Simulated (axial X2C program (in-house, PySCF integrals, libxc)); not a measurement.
**ScBr⁺: cheaper levels and CCSD(T), 2c**

All values were computed with an in-house all-electron X2C program for linear molecules (integrals from PySCF). Two-component (2c) means X2C with spin–orbit coupling and atomic mean-field two-electron Coulomb and Gaunt terms. Basis: Br dyall-cv3z [8s9p6d4f1g], Sc dyall-cv3z [10s11p7d5f2g] (cores contracted in-house); Gaussian nuclei, density fitting, unrestricted open shells. Masses: Br 78.918 u, Sc 44.956 u.

State: Ω = 3/2 (⟨Sz⟩ = -0.50, ⟨Lz⟩ = 2.00 at HF); fragments Br + Sc+.

| level | Re (Å) | ωe (cm⁻¹) |
| --- | --- | --- |
| PBE0 | 2.367 | 370.1 |
| HF | 2.441 | 353.2 |
| MP2 | 2.426 | 354.9 |
| CCSD | 2.424 | 356.0 |
| r2SCAN0 | 2.368 | 373.0 |

Correlated methods: 9 electrons correlated (number of frozen shells: Br 3 s, 2 p, 1 d; Sc 3 s, 2 p), 317 virtual spin orbitals or spinors in MP2, 90 natural virtuals in coupled cluster.

CCSD(T), same Hamiltonian and basis:

Re = 2.423 Å, ωe = 355.2 cm⁻¹; T1 = 0.014 (Lee–Taylor normalisation).

(1) Give the differences from CCSD(T) in the columns below.

The state is a single determinant with fixed occupations, the lowest that a limited PBE0 search found. De is not given where an atomic determinant may have missed its ground term or J level, or where the truncated virtual space spoils (T). Density functionals use the spin component along the axis (collinear). Coupled cluster ran in a truncated set of natural virtual spinors; the MP2 energy of the rest was added. (T) has no such correction and the atoms are truncated less, which lowers De at CCSD(T) by a hundredth of an eV or more. Other states lie close and PBE0, whose exact exchange favours high spin, may order them wrongly; the determinant shown need not be the ground state. The nearest other 2c determinant of the search, Ω = 5/2, lies 0.02 eV up at the distance of the search. The functionals have no current-density term, which raises determinants with orbital currents, atoms included. The outer-core s and p shells of the metal are frozen in the correlated rows, which leaves out core–valence correlation; for alkali and alkaline-earth bonds that tends to lengthen them. With the outer-core shells frozen, correlated bond lengths of heavy atoms tend to come out a few hundredths of an ångström too long.

Answers

(1) 

| level | ΔRe (Å) | Δωe (cm⁻¹) |
| --- | --- | --- |
| PBE0 | -0.056 | 15 |
| HF | 0.018 | -2 |
| MP2 | 0.003 | 0 |
| CCSD | 0.001 | 1 |
| r2SCAN0 | -0.055 | 18 |
